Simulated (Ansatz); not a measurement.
Cost and result for the atomization energy of C₂H₁₀Si₂, SMILES `C[SiH2][SiH2]C` (14 atoms, 13 bonds).

| atom | x (Å) | y (Å) | z (Å) |
| --- | --- | --- | --- |
| C1 | -1.373 | -1.509 | 0.731 |
| Si2 | 0.062 | -1.348 | -0.473 |
| Si3 | 1.293 | 0.605 | -0.083 |
| C4 | 0.222 | 2.140 | -0.259 |
| H5 | -2.054 | -0.660 | 0.638 |
| H6 | -1.012 | -1.543 | 1.761 |
| H7 | -1.942 | -2.422 | 0.539 |
| H8 | -0.460 | -1.323 | -1.871 |
| H9 | 0.957 | -2.536 | -0.357 |
| H10 | 1.867 | 0.551 | 1.294 |
| H11 | 2.439 | 0.674 | -1.036 |
| H12 | -0.197 | 2.206 | -1.265 |
| H13 | -0.606 | 2.119 | 0.453 |
| H14 | 0.805 | 3.045 | -0.073 |

Total charge 0; spin multiplicity 1. All single points use the PBE0-D4/def2-TZVP geometry. It is one conformer, not always the lowest. Program: Ansatz. All runs use 4 threads of an Intel Xeon Platinum 8488C on a shared host. Times are those of one run each, without the atoms' runs, and a repeat can differ threefold. Electronic energies, without spin–orbit coupling; frozen cores. CCSD(T)/CBS adds CCSD(T) − MP2 in def2-TZVPP to the MP2 limit, and its time is that of the two runs behind it. T1 = 0.011. B3LYP takes the VWN-RPA correlation (the form of Gaussian; ORCA's B3LYP/G).

CCSD(T)/CBS is a level of theory with its own doubt, some kJ/mol a heavy atom from the limit and from the frozen cores, so smaller differences don't rank the functionals.

| level | functions | wall time |
| --- | --- | --- |
| PBE-D4/def2-TZVPP (with forces) | 286 | 2.5 s |
| PBE0-D4/def2-TZVPP | 286 | 3.4 s |
| r2SCAN-D4/def2-TZVPP (with forces) | 286 | 3.5 s |
| B3LYP-D4/def2-TZVPP (with forces) | 286 | 6 s |
| B2PLYP/def2-TZVPP | 286 | 6.5 s |
| ωB97X-V/def2-TZVPP | 286 | 8 s |
| ωB97M-V/def2-TZVPP (with forces) | 286 | 11 s |
| MP2/def2-QZVPP | 554 | 23 s |
| CCSD(T)/def2-TZVPP | 286 | 99 s |
| CCSD(T)/CBS(def2) | – | 2 min |

Q: What atomization energy does each give, and how far from CCSD(T)/CBS? (Estimate.)

A: Computed: 
```json
{"level": "PBE-D4/def2-TZVPP (with forces)", "atomization (kJ/mol)": "4782.5", "difference from CCSD(T)/CBS": "-2.3", "per bond": "-0.2"}
{"level": "PBE0-D4/def2-TZVPP", "atomization (kJ/mol)": "4766.0", "difference from CCSD(T)/CBS": "-18.8", "per bond": "-1.4"}
{"level": "r2SCAN-D4/def2-TZVPP (with forces)", "atomization (kJ/mol)": "4786.4", "difference from CCSD(T)/CBS": "1.6", "per bond": "0.1"}
{"level": "B3LYP-D4/def2-TZVPP (with forces)", "atomization (kJ/mol)": "4785.4", "difference from CCSD(T)/CBS": "0.6", "per bond": "0.0"}
{"level": "B2PLYP/def2-TZVPP", "atomization (kJ/mol)": "4724.5", "difference from CCSD(T)/CBS": "-60.3", "per bond": "-4.6"}
{"level": "ωB97X-V/def2-TZVPP", "atomization (kJ/mol)": "4805.8", "difference from CCSD(T)/CBS": "21.0", "per bond": "1.6"}
{"level": "ωB97M-V/def2-TZVPP (with forces)", "atomization (kJ/mol)": "4787.6", "difference from CCSD(T)/CBS": "2.8", "per bond": "0.2"}
{"level": "MP2/def2-QZVPP", "atomization (kJ/mol)": "4724.9", "difference from CCSD(T)/CBS": "-59.9", "per bond": "-4.6"}
{"level": "CCSD(T)/def2-TZVPP", "atomization (kJ/mol)": "4680.7", "difference from CCSD(T)/CBS": "-104.1", "per bond": "-8.0"}
{"level": "CCSD(T)/CBS(def2)", "atomization (kJ/mol)": "4784.8", "difference from CCSD(T)/CBS": "0.0", "per bond": "0.0"}
```

In def2-TZVPP, CCSD(T) changes the Hartree–Fock value by +996.2 kJ/mol (the triples alone add +41.4 kJ/mol) and MP2 by +978.9 kJ/mol; breaking electron pairs costs correlation energy, which Hartree–Fock lacks. From PBE to PBE0 (25 % exact exchange), in def2-TZVPP and without D4, the atomization energy moves by −12.4 kJ/mol: exact exchange takes away binding that semilocal exchange gives to molecules. The D4 term adds +44.1 kJ/mol with B3LYP and +23.5 kJ/mol with PBE0; it sums over pairs of atoms, weighted by their polarisabilities, and B3LYP, whose exchange is more repulsive, gets the larger term.
